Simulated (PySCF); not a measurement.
4-methylidene-2,3-dihydropyrrole (C5H7N), SMILES C=C1C=NCC1.

Geometry: PBE0-D3(BJ)/def2-SVP. One conformer was computed; it need not be the lowest.

Vertical ionisation energy (IE) and electron affinity (EA) in eV. Rows of orbital energies are one-electron estimates. Where ΔSCF, EOM or ADC give a negative EA the extra electron is unbound and the value depends on the basis.

```json
[
 {"level": "−ε(HOMO), −ε(LUMO), CAM-B3LYP/def2-TZVP (PySCF)", "IE": "8.32", "EA": "0.01"},
 {"level": "−ε(HOMO), −ε(LUMO), PBE/def2-TZVP (PySCF)", "IE": "6.01", "EA": "2.11"}
]
```
